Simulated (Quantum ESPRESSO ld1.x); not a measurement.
Values are calculated unless marked as measured or tabulated.
Problem. Gd XXXIII, 32 electrons, occupied as [Ar] 3d10 4s2 4p2 (the NIST ground configuration). Code: ld1.x of Quantum ESPRESSO 7.5. Model: scalar-relativistic Kohn-Sham, LDA (Slater exchange, Perdew-Wang correlation), spin-polarised, spherical densities, point nucleus; open shells are filled with parallel spins first. Some entries of the table are withheld. Estimate them.

| orbital | occ. | eigenvalue (hartree) | <r^2> (bohr^2) | <1/r> (bohr^-1) |
|---|---|---|---|---|
| 1s up | 1 | -1885.01 | 0.0006556 | 71.61 |
| 1s down | 1 | -1884.95 | 0.0006556 | 71.61 |
| 2s up | 1 | -348.507 | 0.01026 | 16.63 |
| 2s down | 1 | -348.470 | 0.01025 | 16.63 |
| 2p up | 3 | -315.313 | 0.008254 | 15.54 |
| 2p down | 3 | -315.261 | 0.008254 | 15.53 |
| 3s up | 1 | -109.843 | 0.06645 | 6.188 |
| 3s down | 1 | -109.780 | 0.06638 | 6.190 |
| 3p up | 3 | -99.5392 | 0.06606 | (1) |
| 3p down | 3 | -99.4710 | 0.06597 | (2) |
| 3d up | 5 | -86.2294 | 0.05457 | (3) |
| 3d down | 5 | -86.1668 | 0.05448 | (4) |
| 4s up | 1 | -50.7505 | 0.2714 | 2.961 |
| 4s down | 1 | -50.4617 | 0.2714 | 2.963 |
| 4p up | 2 | -46.8943 | 0.2859 | 2.807 |
| 4p down | 0 | -46.6066 | 0.2861 | 2.808 |

Solution. 
(1) 3p up <1/r> (bohr^-1): 5.832
(2) 3p down <1/r> (bohr^-1): 5.834
(3) 3d up <1/r> (bohr^-1): 5.545
(4) 3d down <1/r> (bohr^-1): 5.547
